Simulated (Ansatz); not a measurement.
`C[CH](C)[AlH][OH]` and `CCC` differ in one atom or group.

Ansatz, PBE0-D4/def2-TZVP geometries, multiplicity 1. Each molecule was computed in one conformer, which needn't be the lowest.

| property | `C[CH](C)[AlH][OH]` |
| --- | --- |
| HOMO energy (B3LYP/def2-TZVPP) / eV | -7.01 |
| LUMO energy (B3LYP/def2-TZVPP) / eV | -0.79 |
| zero-point energy (PBE0-D4/def2-TZVP) / kJ/mol | 297.1 |
| size of the dipole moment (B3LYP/def2-TZVPP) / D | 0.63 |
| size of the dipole moment (ωB97M-V/def2-TZVPP) / D | 0.63 |
| HOMO–LUMO gap (B3LYP/def2-TZVPP) / eV | 6.21 |

(1) Give the same properties after the change, and the shifts. (Best estimate.)

Results:

(1) The calculation gave: 
```
                                          property  `CCC`  shift
               HOMO energy (B3LYP/def2-TZVPP) / eV  -8.95  -1.94
               LUMO energy (B3LYP/def2-TZVPP) / eV   0.96   1.75
    zero-point energy (PBE0-D4/def2-TZVP) / kJ/mol  271.6  -25.5
  size of the dipole moment (B3LYP/def2-TZVPP) / D   0.09  -0.54
size of the dipole moment (ωB97M-V/def2-TZVPP) / D   0.09  -0.54
             HOMO–LUMO gap (B3LYP/def2-TZVPP) / eV   9.91   3.70
```

With PBE0 the HOMO falls by 1.93 eV and the LUMO rises by 1.87 eV, so the gap widens by about 3.80 eV. PBE moves the HOMO by -1.73 eV and ωB97M-V by -2.07 eV. The zero-point energy changes by -25.5 kJ/mol with -9 modes. Dipoles are sizes alone; their direction can turn.

B3LYP here is the variant with VWN-RPA as its local correlation; programs differ in this.
